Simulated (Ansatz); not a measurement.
ZrSe, closed-shell singlet (lowest of 2S+1 = 1, 3, 5, 7 at CCSD(T)/def2-TZVPP on PBE0 minima; our sources give no spin for the ground state, which may be another), most abundant isotopes (89.9047 and 79.9165 u). Constants from fifth-degree fits in 1/R to seven points on the lowest solution found; no spin–orbit coupling, no relativity up to Kr; ω_e x_e and α_e move by some per cent with the fit.

Correlated levels freeze the inner cores; with def2 sets outer-core shells near the valence are correlated too. CBS(a, b) extrapolates the correlation energy as X⁻³ and adds the Hartree–Fock energy of set b.

Programs: Ansatz (a first-principles code) with Gaussian orbitals. Each number belongs to the level named beside it. In def2 rows elements past Kr take small-core potentials, without spin–orbit coupling.

| level | r_e (Å) | ω_e (cm⁻¹) | ω_e x_e (cm⁻¹) | α_e (cm⁻¹) |
|---|---|---|---|---|
| PBE/def2-TZVPP | 2.2963 | 381.5 | 0.717 | 0.000191 |
| CCSD(T)/CBS(def2-TZVPP, def2-QZVPP) | 2.2849 | 390.6 | 0.727 | 0.000189 |

Problem. Derive the rotational constants, the centrifugal constant, the fundamental, the zero-point energy and the force constant.

Solution. 
μ = 42.30844 u.
- PBE/def2-TZVPP: B_e = 16.8576/(μ r_e²) = 0.075566 cm⁻¹; B₀ = B_e − α_e/2 = 0.075470 cm⁻¹; D = 4B_e³/ω_e² = 1.19e-08 cm⁻¹; fundamental ω_e − 2ω_e x_e = 380 cm⁻¹; zero-point energy ω_e/2 − ω_e x_e/4 = 191 cm⁻¹; k = μ(2πcω_e)² = 363 N/m; the line J = 1 ← 0 at 2B₀ = 4.525 GHz
- CCSD(T)/CBS(def2-TZVPP, def2-QZVPP): B_e = 16.8576/(μ r_e²) = 0.076319 cm⁻¹; B₀ = B_e − α_e/2 = 0.076224 cm⁻¹; D = 4B_e³/ω_e² = 1.17e-08 cm⁻¹; fundamental ω_e − 2ω_e x_e = 389 cm⁻¹; zero-point energy ω_e/2 − ω_e x_e/4 = 195 cm⁻¹; k = μ(2πcω_e)² = 380 N/m; the line J = 1 ← 0 at 2B₀ = 4.570 GHz

Doubts at one or more of the structures used: a restricted determinant that unrestricted orbitals would lower (CCSD(T)/CBS(def2-TZVPP, def2-QZVPP)).
